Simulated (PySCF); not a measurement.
Compound: C5H5O3S (doublet state).
SMILES with atom numbers: `[CH2:1]=[C:2]([SH:3]=[O:4])[C:5](=[O:6])[CH:7][CH:8]=[O:9]` (hydrogens: H10, H11 on C1; H12 on S3; H13 on C7; H14 on C8)

Geometry (GFN2-xTB, Å), atoms numbered from 1 in this order:
```
atom  x, y, z in Å
C1    -1.3279    1.2707    0.8264
C2    -0.9091    0.0998    0.3908
S3    -1.9593   -1.4095    0.3680
O4    -3.3095   -0.9913    0.7387
C5     0.4078   -0.4548   -0.0137
O6     0.4233   -1.6880   -0.1466
C7     1.4526    0.4265   -0.2877
C8     2.6442   -0.1169   -0.8307
O9     3.6417    0.4983   -1.1384
H10   -0.7151    2.1547    0.8704
H11   -2.3500    1.3654    1.1622
H12   -1.9767   -1.4137   -1.0429
H13    1.3834    1.4838   -0.1032
H14    2.5938   -1.2255   -0.8951
```

The hyperfine couplings belong to this conformer and change with its torsions.

Theory: UKS B3LYP, pcH-1 on C H O S, non-relativistic, mean-field spin-orbit, GIAO (PySCF 2.14.0). Isolated species at its GFN2-xTB geometry (one conformer only). A GFN2-xTB geometry isn't a minimum of the functional, and hyperfine couplings can be far from their values at a DFT geometry. The frame is twisted about the C2–C5 bond at this geometry (dihedral S3–C2–C5–O6 = -4°); couplings at other torsion angles weren't computed. Stability of the SCF solution: not tested. ⟨S²⟩ is 0.773 where a pure state has 0.75.

Mulliken spin populations: C1 +0.041, C2 +0.011, S3 +0.023, O4 +0.056, C5 -0.101, O6 +0.258, C7 +0.574, C8 -0.116, O9 +0.260, H10 -0.001, H11 0.000, H12 +0.010, H13 -0.021, H14 +0.007.

Question: What dipolar couplings does the calculation give for H10, H11, H12, H14?

Answer: 
```csv
atom,position,distance from C7 (Å),T1 (MHz),T2,T3
H10,4 bonds from C7,3.00,-1.95,0.37,1.58
H11,4 bonds from C7,4.18,-1.53,-1.16,2.69
H12,4 bonds from C7,3.96,-1.65,-0.32,1.97
H14,"2 bonds from C7, on C8 of spin population -0.12",2.10,-6.04,0.87,5.17
```

Question: Estimate them with point dipoles: put each population ρk at its nucleus, leave out the nucleus itself and the atom bound to it, and sum T = Σ [ρk/(2S)]·C·(3 n nᵀ − 1)/r³ with C = μ0 gₑ μB g_N μN/(4π h) = 79.06 MHz Å³.

Answer: 
```json
{"atom": "H10", "T1 (MHz)": "-1.79", "T2": "-1.23", "T3": "3.02", "T3, computed": "1.58", "difference in T3 (%)": "+91"}
{"atom": "H11", "T1 (MHz)": "-1.11", "T2": "-0.06", "T3": "1.17", "T3, computed": "2.69", "difference in T3 (%)": "-56"}
{"atom": "H12", "T1 (MHz)": "-1.53", "T2": "-0.91", "T3": "2.44", "T3, computed": "1.97", "difference in T3 (%)": "+24"}
{"atom": "H14", "T1 (MHz)": "-8.45", "T2": "1.19", "T3": "7.26", "T3, computed": "5.17", "difference in T3 (%)": "+40"}
```

In T3 the estimate is closest for H12 (+24 %, 3.96 Å from C7) and worst for H10 (+91 %, 3.00 Å).
